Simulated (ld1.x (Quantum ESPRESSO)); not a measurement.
tantalum (Ta), RRKJ: configuration errors across variants

* Element: tantalum (Ta)
* Generator: ld1.x (Quantum ESPRESSO) 7.5
* Type: norm-conserving RRKJ (Kleinman–Bylander form)
* Functional: PBE
* Relativity: scalar-relativistic
* Frozen core: [Kr] 4d10 4f14 5s2
* Valence charge: 11
* Reference configuration: 5p6 5d3 6s2 6p0
* Partial waves: 6s (bound): rc 2.65 bohr; 5p (bound): rc 2.10 bohr; 5d (bound): rc 2.00 bohr
* Local potential: all-electron potential smoothed inside 2.00 bohr (lloc = -1)
* Core correction: a·sin(br)/r model core, default radius (core density twice the valence density)
* rho0: 0.02

All-electron excitation energies from the reference (eV): (1) 5p6 5d3 6s1 6p0 8.467; (2) 5p6 5d3 6s0 6p0 23.439; (3) 5p6 5d2 6s0 6p0 47.043; (4) 5p6 5d3 6s1.5 6p0 3.461; (5) 5p6 5d1 6s0 6p0 82.085; (6) 5p6 5d2 6s2 6p1 2.986; (7) 5p6 5d3 6s1 6p1 4.178.

1 further variants failed, have other tests or too few solved ones, and are left out.

A true bound ghost makes a file unfit for plane-wave use even where its test errors are small: the radial tests pick states by their node count and pass the ghost by.

Errors AE − PS in meV (a dash: test not solved or not reliable):

| change | (1) | (2) | (3) | (4) | (5) | (6) | (7) | bound ghosts |
| --- | --- | --- | --- | --- | --- | --- | --- | --- |
| base | -7.3 | -28 | -16 | -2.1 | -56 | +265 | +206 | s |
| local potential all-electron potential smoothed inside 1.08 bohr (lloc = -1) | -8.3 | -28 | -15 | -2.4 | -63 | +163 | +131 | s |
| local potential all-electron potential smoothed inside 1.24 bohr (lloc = -1) | -4.1 | -28 | -16 | -1.4 | -65 | +149 | +91 | s |
| local potential all-electron potential smoothed inside 1.56 bohr (lloc = -1) | -6.6 | -28 | -16 | -2.0 | -69 | +72 | +53 | s |
| local potential all-electron potential smoothed inside 1.66 bohr (lloc = -1) | -6.8 | -28 | -17 | -2.0 | -72 | +44 | +33 | s |
| local potential all-electron potential smoothed inside 2.34 bohr (lloc = -1) | -11 | -29 | -24 | -3.3 | -89 | -74 | -26 | s |
| local potential all-electron potential smoothed inside 2.60 bohr (lloc = -1) | -3.4 | -30 | -33 | -1.2 | -114 | -100 | -113 | none |
| local potential all-electron potential smoothed inside 2.84 bohr (lloc = -1) | -5.6 | -31 | -41 | -1.7 | -135 | -212 | -182 | none |
| local potential all-electron potential smoothed inside 3.06 bohr (lloc = -1) | -6.4 | -33 | -52 | -1.9 | -157 | -306 | -250 | none |

Give the same row for: local potential all-electron potential smoothed inside 1.94 bohr (lloc = -1).

-7.0, -27, -8.1, -2.0, +6.7, +3082, +2431; bound ghosts: not determined.
